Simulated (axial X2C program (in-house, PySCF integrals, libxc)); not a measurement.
**Spin–orbit effects along a row: molecules with I, PBE0**

All values come from calculations with an axial X2C code built on PySCF integrals, spin-free (one-electron X2C) or two-component (2c: spin–orbit coupling with atomic mean-field Coulomb and Gaunt terms, which also bring small scalar terms), in Dyall basis sets with cores contracted in-house; open shells are unrestricted.

Basis sets: Al dyall-v3z, Cl dyall-av3z, I dyall-cv3z, Mg dyall-cv3z, Na dyall-cv3z, Si dyall-v3z.

| molecule | spin-free state | Re (Å) | ωe (cm⁻¹) | De (eV) | 2c state | Re 2c (Å) | ωe 2c (cm⁻¹) | De 2c (eV) |
| --- | --- | --- | --- | --- | --- | --- | --- | --- |
| NaI | M_S = 0, Λ = 0 | 2.713 | 258.6 | 3.24 | Ω = 0 | 2.716 | 257.2 | 2.97 |
| MgI | M_S = 1/2, Λ = 0 | 2.586 | 309.7 | 2.33 | Ω = 1/2 | 2.591 | 306.7 | 2.07 |
| AlI | M_S = 0, Λ = 0 | 2.558 | 311.4 | 3.90 | Ω = 0 | 2.561 | 309.7 | 3.64 |
| SiI | M_S = 1/2, Λ = 1 | 2.449 | 361.8 | 3.26 | Ω = 1/2 | 2.449 | 361.2 | 3.06 |
| ICl | M_S = 0, Λ = 0 | 2.317 | 400.8 | 2.40 | Ω = 0 | 2.328 | 388.8 | 2.19 |

Task: Work out the shifts from the spin-free to the two-component result.

Result: 

| molecule | 2c state | ΔRe (Å) | Δωe (cm⁻¹) | ΔDe (eV) |
| --- | --- | --- | --- | --- |
| NaI | Ω = 0 | 0.003 | -1.4 | -0.27 |
| MgI | Ω = 1/2 | 0.005 | -3.0 | -0.26 |
| AlI | Ω = 0 | 0.003 | -1.7 | -0.26 |
| SiI | Ω = 1/2 | 0.000 | -0.6 | -0.20 |
| ICl | Ω = 0 | 0.011 | -12.0 | -0.21 |

Shifts of one unit in the last digit are rounding.

Each entry is the lowest single determinant of a limited PBE0 search at one distance. De goes to single-determinant-based atoms at the same level (for ions the charge split of lowest energy) and is withheld (n/a) where an atom does not fit its ground term or J level. Main or longest-lived isotopes. Some light 2c atoms are not at their ground J level, so De misses part of their lowering (0.04 eV or less). The functionals have no current term, which raises determinants with orbital currents.
